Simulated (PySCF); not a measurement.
**Bi(2+): ionisation energy**

Bi(2+) [Xe] 4f14 5d10 6s2 6p1 [6p1/2^1, M_J = 1/2] → Bi(3+) [Xe] 4f14 5d10 6s2, as a difference of total energies. Computed with PySCF 2.14 in x2c-QZVPPall-2c (16s16p12d7f1g, 182 functions), with the two-component X2C-1e Hamiltonian. Correlated levels: [Kr] 4d10 4f14 frozen; the 58 highest virtual spinors dropped. "Screened" scales the spin-orbit matrix elements by Boettger's factors to mimic the two-electron term; Breit and QED terms are absent.

| method | ionisation energy (eV) | error (eV) |
| --- | --- | --- |
| GHF (spin-free) | 23.031 | -2.540 |
| GMP2 (spin-free) | 23.521 | -2.050 |
| GHF (screened spin-orbit) | 24.949 | -0.622 |
| GMP2 (screened spin-orbit) | 25.394 | -0.177 |

Reference: 25.571 eV (measured; NIST Atomic Spectra Database, ionization energies).

The spin-free rows lack the spin-orbit shift.
